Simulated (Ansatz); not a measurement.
`Cl[SiH2][S][GeH3]` + `BSCS` → `BS[CH2][GeH3]` + `SS[SiH2]Cl`  (redistribution)

Isolated molecules relaxed with PBE0-D4/def2-TZVP in Ansatz; ΔE leaves out vibrations. CCSD(T)/CBS is the MP2 limit (def2-TZVPP, def2-QZVPP) plus CCSD(T) − MP2 in def2-TZVPP, frozen cores. DFT in def2-TZVPP. For Ge outer-core shells are correlated without core-valence functions, which leaves a few kJ/mol of doubt a bond. Scalar relativity is left out up to krypton. Each species was taken in one conformer, which may not be the lowest.

```csv
level,ΔE (eV)
PBE0-D4,0.52
PBE,0.48
```

(1) What does CCSD(T)/CBS give? (Best estimate.)

Largest T1 diagnostic among the species: 0.014.

Results:

(1) The calculation gave: +0.50 eV. The listed levels differ from it by 0.02, -0.02 eV.

In def2-TZVPP, CCSD(T) changes the Hartree–Fock value by −0.08 eV (the triples alone add −0.01 eV) and MP2 by −0.06 eV. From PBE to PBE0 (25 % exact exchange), in def2-TZVPP and without D4, ΔE moves by +0.05 eV.
